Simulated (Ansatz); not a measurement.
Stepwise reaction of `[I][GeH2][I]` with hydrogen chloride, as a gas-phase model of exchange steps in deposition or etching. ΔE in kJ/mol; ΔG adds harmonic PBE0-D4 terms to CCSD(T)/CBS, at 1 bar.

Gas-phase electronic energies from Ansatz, PBE0-D4/def2-TZVP geometries. CCSD(T)/CBS adds triple-zeta CCSD(T) − MP2 to the extrapolated MP2 energy (def2 sets, frozen cores). This one scheme is used for every species. Functionals use def2-TZVPP. B3LYP here is the variant with VWN-RPA as its local correlation; programs differ in this. Elements past krypton have def2 core potentials. For Ge, I outer-core shells are correlated without core-valence functions, which leaves a few kJ/mol of doubt a bond. Scalar relativity is left out up to krypton.

```
step                                     reaction  PBE-D4  B3LYP-D4  ωB97M-V  CCSD(T)/CBS  ΔG(500 K)
   1  `[I][GeH2][I]` + HCl → `[Cl][GeH2][I]` + HI    13.7      11.6      9.3         15.8       10.4
```

Problem. Give the row of step 2, `[Cl][GeH2][I]` + HCl → `[Cl][GeH2][Cl]` + HI. (Estimate.)

Solution. The calculation gave: 
```csv
step,reaction,PBE-D4,B3LYP-D4,ωB97M-V,CCSD(T)/CBS,ΔG(500 K)
2,`[Cl][GeH2][I]` + HCl → `[Cl][GeH2][Cl]` + HI,11.1,8.8,6.5,12.4,12.8
```

Problem. By hand: ΔE of the 2 steps together at CCSD(T)/CBS.

Solution. (15.8) + (12.4) = 28.2 kJ/mol, or 14.1 kJ/mol a step.

In ΔE the steps differ by no more than 3.4 kJ/mol. All are uphill at CCSD(T)/CBS. ΔG lies between 10.4 and 12.8 kJ/mol a step. PBE-D4 differs from CCSD(T)/CBS by -2.1 to -1.3 kJ/mol a step. Isolated molecules leave out the surface, adducts and barriers. Largest T1 diagnostic: 0.009.
